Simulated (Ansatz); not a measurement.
AuH4NS, SMILES `[NH3+][Au-][SH]`, relaxed with RKS PBE0-D4/def2-TZVP in the Gaussian-basis code of Ansatz from a PBE-D4/def2-SVP geometry. The force threshold is 0.005 eV/Å; the program also tests the step.

The species carries charge 0 and has multiplicity 1. Au: def2 effective core potential.

Start:

```xyz
7

N    -0.533    0.006   -1.347
Au    0.209   -0.253    0.661
S     0.974   -0.605    2.776
H     0.085   -0.432   -2.045
H    -0.610    1.003   -1.590
H    -1.469   -0.408   -1.463
H     1.344    0.689    3.009
```

| step | energy (eV) | largest force (eV/Å) | largest move (Å) |
| --- | --- | --- | --- |
| 1 | -16081.4974 | 0.592 | 0.000 |
| 2 | -16081.5274 | 0.170 | 0.043 |
| 3 | -16081.5289 | 0.052 | 0.025 |
| 4 | -16081.5295 | 0.031 | 0.026 |
| 5 | -16081.5297 | 0.018 | 0.007 |
| 6 | -16081.5297 | 0.013 | 0.001 |
| 7 | -16081.5297 | 0.002 | 0.001 |

End:

```xyz
7

N    -0.529    0.006   -1.336
Au    0.203   -0.254    0.643
S     0.962   -0.592    2.734
H     0.086   -0.429   -2.015
H    -0.599    0.992   -1.564
H    -1.451   -0.403   -1.438
H     1.326    0.679    2.976
```

Hardware: 2 threads of a server CPU on a shared host. Wall time 32 s, peak host memory 0.34 GiB.
